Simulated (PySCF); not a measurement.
Correlation energy of Cd³⁺ (cadmium, charge +3)

Starting occupation: [Kr] 4d8 5s1, 4d3/2 with m_j = -1/2, +1/2, +3/2, 4d5/2 with m_j = -3/2, -1/2, +1/2, +3/2, +5/2, 5s1/2 with m_j = +1/2. Calculation: PySCF 2.14, in x2c-SVPall-2c with one added diffuse shell each of s, p, d type (7s10p7d1f, 79 functions); X2C-1e with screened-nucleus spin-orbit coupling, Gaussian nucleus. Frozen: [Ar] 3d10; 17 electrons correlated; the 6 highest virtual spinors left out.

MP2 pair energies summed by pair of shells (mhartree):

```json
{"pair": "4d-4d", "energy": "-164.84", "share (%)": "43.4"}
{"pair": "4d-4p", "energy": "-124.14", "share (%)": "32.7"}
{"pair": "4p-4p", "energy": "-38.13", "share (%)": "10.0"}
{"pair": "4d-5s", "energy": "-21.94", "share (%)": "5.8"}
{"pair": "4p-4s", "energy": "-11.07", "share (%)": "2.9"}
{"pair": "4d-4s", "energy": "-10.25", "share (%)": "2.7"}
{"pair": "4p-5s", "energy": "-6.24", "share (%)": "1.6"}
{"pair": "4s-4s", "energy": "-2.40", "share (%)": "0.6"}
{"pair": "4s-5s", "energy": "-0.40", "share (%)": "0.1"}
```

Total MP2 correlation energy: -379.41 mhartree.

The GHF reference relaxed away from the jj start to a determinant that is no pure jj level (⟨S²⟩ = 3.74, ⟨J²⟩ = 24.76); the energies belong to that determinant.

This basis was not built for core-valence correlation, so the inner-shell part is incomplete.
